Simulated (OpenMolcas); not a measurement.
Multiconfigurational calculation on Nb

Input:

```
&GATEWAY
Coord
1

Nb 0.0 0.0 0.0
Basis=ANO-RCC-VDZ
Group=XYZ
NoMove
AngMom=0.0 0.0 0.0
AMFI
RX2C
&SEWARD
&RASSCF
FileOrb=start.orb
Symmetry=1
Spin=6
nActEl=5 0 0
Inactive=9 9
Ras2=5 0
CIRoot=1 1 1
SDav=1
CIMx=300
Iter=120 100
PrWF=0.3
OrbListing=Nothing
MaxOrb=0
Atom
>>> COPY $Project.JobIph JOB001
&RASSCF
FileOrb=start.orb
Symmetry=1
Spin=4
nActEl=5 0 0
Inactive=9 9
Ras2=5 0
CIRoot=24 24 1
SDav=24
CIMx=300
Iter=120 100
PrWF=0.3
OrbListing=Nothing
MaxOrb=0
Atom
CIOnly
>>> COPY $Project.JobIph JOB002
&RASSCF
FileOrb=start.orb
Symmetry=1
Spin=2
nActEl=5 0 0
Inactive=9 9
Ras2=5 0
CIRoot=75 75 1
SDav=75
CIMx=300
Iter=120 100
PrWF=0.3
OrbListing=Nothing
MaxOrb=0
Atom
CIOnly
>>> COPY $Project.JobIph JOB003
&RASSI
NrOfJobIphs=3 1 24 58
1
1 2 3 4 5 6 7 8 9 10 11 12 13 14 15 16 17 18 19 20 21 22 23 24
1 2 3 4 5 6 7 8 9 10 11 12 13 14 15 16 17 18 19 20 21 22 23 24 25 26 27
28 29 30 31 32 33 34 35 36 37 38 39 40 41 42 43 44 45 46 47 48 49 50 51
52 53 54 55 56 57 58
IphNames
JOB001
JOB002
JOB003
EJob
SpinOrbit
DIPRint=1.0
SOCoupling=1000.0
Subsets=2
MEES
Property=10
'ANGMOM' 1 'ANGMOM' 2 'ANGMOM' 3 'MLTPL  1' 1 'MLTPL  1' 2 'MLTPL  1' 3
'AMFI' 1 'AMFI' 2 'AMFI' 3 'MLTPL  2' 6
SOProperty=3
'ANGMOM' 1 'ANGMOM' 2 'ANGMOM' 3
```

Launched by
```bash
OMP_NUM_THREADS=1 MOLCAS_MEM=2252 MOLCAS_PROJECT=a pymolcas a.inp > a.log  # once for each step of the input, in one work folder
```

A driver script runs the steps one by one and writes start.orb anew before each from the orbitals found so far, so a CI-only block uses the converged orbitals of the first block.

Output, cut to the results:

```
--- SEWARD ---
Basis set label: NB.ANO-RCC...6S5P3D.

      Electronic valence basis set:
      ------------------
      Associated Effective Charge  41.000000 au
      Associated Actual Charge     41.000000 au
      Nuclear Model: Point charge

      Shell  nPrim  nBasis  Cartesian Spherical Contaminant
         s      21       6        X
         p      18       5        X
         d      13       3                 X
RX2C
                  Relativistic X2C integrals
                  Atomic mean-field integrals
--- RASSCF ---
Wave function specifications:
      -----------------------------

      Number of closed shell electrons          36
      Number of electrons in active shells       5
      Max number of holes in RAS1 space          0
      Max nr of electrons in RAS3 space          0
      Number of inactive orbitals               18
      Number of active orbitals                  5
      Number of secondary orbitals              13
      Spin quantum number                      2.5
      State symmetry                             1
Orbital specifications:
      -----------------------

      Symmetry species                           1   2
                                                ag  au
      Frozen orbitals                            0   0
      Inactive orbitals                          9   9
      Active orbitals                            5   0
      RAS1 orbitals                              0   0
      RAS2 orbitals                              5   0
      RAS3 orbitals                              0   0
      Secondary orbitals                         7   6
      Deleted orbitals                           0   0
      Number of basis functions                 21  15
      Number of CSFs                             1
      Number of root(s) required                 1
      Iter CI   SX   CI       RASSCF       Energy    max ROT     max BLB   max BLB  Level Ln srch  Step   QN
          iter iter root      energy       change     param      element    value   shift minimum  type update
 Nr of preliminary CI iterations:   1
      Total energies have been shifted. Add                -3000.00 au
        1   1    2    1  -817.11099804    0.00E+00   6.63E-08    9  13 2 -2.01E-07   0.00   0.00    SX    NO
        2   1    2    1  -817.11099804   -6.37E-12   6.44E-08    9  10 2 -6.03E-08   0.00   0.00    SX    NO
        3   1    2    1  -817.11099804    4.55E-13  -5.34E-08    9  13 2 -6.55E-08   0.00   0.00    SX    NO
        4   1    2    1  -817.11099804    4.09E-12   4.43E-08    9  13 2  5.02E-08   0.00   0.00    SX    NO
      Convergence after  4 iterations
        5   1    2    1  -817.11099804   -2.73E-12   4.43E-08    9  13 2 -4.27E-08   0.00   0.00    SX    NO
      Natural orbitals and occupation numbers for root  1
      sym 1:   1.000000   1.000000   1.000000   1.000000   1.000000
::    RASSCF root number  1 Total energy:  -3817.11099804
--- RASSCF ---
Wave function specifications:
      -----------------------------

      Number of closed shell electrons          36
      Number of electrons in active shells       5
      Max number of holes in RAS1 space          0
      Max nr of electrons in RAS3 space          0
      Number of inactive orbitals               18
      Number of active orbitals                  5
      Number of secondary orbitals              13
      Spin quantum number                      1.5
      State symmetry                             1
Orbital specifications:
      -----------------------

      Symmetry species                           1   2
                                                ag  au
      Frozen orbitals                            0   0
      Inactive orbitals                          9   9
      Active orbitals                            5   0
      RAS1 orbitals                              0   0
      RAS2 orbitals                              5   0
      RAS3 orbitals                              0   0
      Secondary orbitals                         7   6
      Deleted orbitals                           0   0
      Number of basis functions                 21  15
      Number of CSFs                            24
      Number of root(s) required                24
      Iter CI   SX   CI       RASSCF       Energy    max ROT     max BLB   max BLB  Level Ln srch  Step   QN
          iter iter root      energy       change     param      element    value   shift minimum  type update
 Nr of preliminary CI iterations:   1
...
--- RASSI ---
SPIN-FREE ENERGIES:
  (Shifted by EMIN (a.u.) =      -3817.1109980372)

 SF State       Relative EMIN(au)   Rel lowest level(eV)    D:o, cm**(-1)      L_eff

     1             0.0000000000        0.0000000000              0.0000         0.0
     2             0.0761065625        2.0709650678          16703.4597         4.0
     3             0.0761065625        2.0709650678          16703.4597         4.0
     4             0.0761065625        2.0709650678          16703.4597         4.0
     5             0.0761065625        2.0709650678          16703.4597         4.0
     6             0.0761065625        2.0709650678          16703.4597         4.0
     7             0.0761065625        2.0709650678          16703.4597         4.0
     8             0.0761065625        2.0709650678          16703.4597         4.0
     9             0.0761065625        2.0709650678          16703.4597         4.0
    10             0.0761065625        2.0709650678          16703.4597         4.0
    11             0.0882951784        2.4026342028          19378.5517         1.0
    12             0.0882951784        2.4026342028          19378.5517         1.0
    13             0.0882951784        2.4026342028          19378.5517         1.0
    14             0.0943605716        2.5676819599          20709.7517         2.0
    15             0.0943605716        2.5676819599          20709.7517         2.0
    16             0.0943605716        2.5676819599          20709.7517         2.0
    17             0.0943605716        2.5676819599          20709.7517         2.0
    18             0.0943605716        2.5676819599          20709.7517         2.0
    26             0.1087319221        2.9587463284          23863.8985         6.0
    27             0.1087319221        2.9587463284          23863.8985         6.0
    28             0.1087319221        2.9587463284          23863.8985         6.0
...
```

Levels above the lowest, from the spin-orbit matrix, grouped by J:

| Configuration | Term | J | E (cm⁻¹) | g | Term weight % | Second |
| --- | --- | --- | --- | --- | --- | --- |
| 4d⁵ | ⁶S | 5/2 | 0.0 | 2.002 | 100 |  |
| 4d⁵ | ⁴G | 5/2 | 16664 | 0.573 | 99 |  |
| 4d⁵ | ⁴G | 7/2 | 16699 | 0.985 | 100 |  |
| 4d⁵ | ⁴G | 11/2 | 16706 | 1.273 | 100 |  |
| 4d⁵ | ⁴G | 9/2 | 16720 | 1.172 | 100 |  |
| 4d⁵ | ⁴P | 5/2 | 19131 | 1.569 | 86 | 12 ⁴D |
| 4d⁵ | ⁴P | 3/2 | 19222 | 1.676 | 89 | 11 ⁴D |
| 4d⁵ | ⁴P | 1/2 | 19337 | 2.563 | 96 | 4 ⁴D |
| 4d⁵ | ⁴D | 7/2 | 20691 | 1.428 | 99 |  |
| 4d⁵ | ⁴D | 1/2 | 20805 | 0.104 | 96 | 4 ⁴P |
| 4d⁵ | ⁴D | 3/2 | 20893 | 1.255 | 89 | 11 ⁴P |
| 4d⁵ | ⁴D | 5/2 | 20909 | 1.399 | 87 | 12 ⁴P |
| 4d⁵ | ²I | 11/2 | 23819 | 0.925 | 99 |  |
| 4d⁵ | ²I | 13/2 | 23900 | 1.077 | 100 |  |
| 4d⁵ | ²D(1) | 5/2 | 26545 | 1.078 | 61 | 35 ²F(1) |
| 4d⁵ | ²D(1) | 3/2 | 27022 | 0.733 | 83 | 17 ⁴F |
| 4d⁵ | ²F(1) | 7/2 | 27687 | 1.148 | 86 | 11 ⁴F |
| 4d⁵ | ⁴F | 9/2 | 27893 | 1.321 | 94 | 5 ²G |
| 4d⁵ | ⁴F | 5/2 | 27967 | 1.008 | 86 | 13 ²F(1) |
| 4d⁵ | ⁴F | 7/2 | 27997 | 1.226 | 86 | 12 ²F(1) |
| 4d⁵ | ⁴F | 3/2 | 28219 | 0.468 | 83 | 17 ²D(1) |
| 4d⁵ | ²F(1) | 5/2 | 28566 | 1.003 | 51 | 37 ²D(1) |
| 4d⁵ | ²H | 9/2 | 29247 | 0.947 | 83 | 14 ²G |
| 4d⁵ | ²H | 11/2 | 29552 | 1.089 | 98 |  |

Configurations with an s electron lie low at this charge and mix in, so terms can be misplaced. Without dynamic correlation excited terms often stand tens of per cent too high (terms of higher spin than the ground term too low), and those without a measured partner can miss by more than the paired ones. Terms from blocks run as CI alone lack orbitals of their own. The free ion's ground configuration, as NIST lists it, lies outside this active space, so the lowest level here need not be the ground level. Only configurations of the active space appear. The first state left out of the spin-orbit step lies near 44000 cm-1 above the lowest spin-free state of the reference (among the parities and spins computed), and the list stops at four fifths of that energy or lower. The table shows the lowest 24 of 28 levels.

The RASSCF and RASSI steps took 21 s on 1 thread of Arm Neoverse V1, on a shared host; the integral step is not counted.

The term weight is that of the spin-free term in the level, not the purity of its configuration. A number in round brackets counts repeated terms of one configuration in the order of the reference energies.
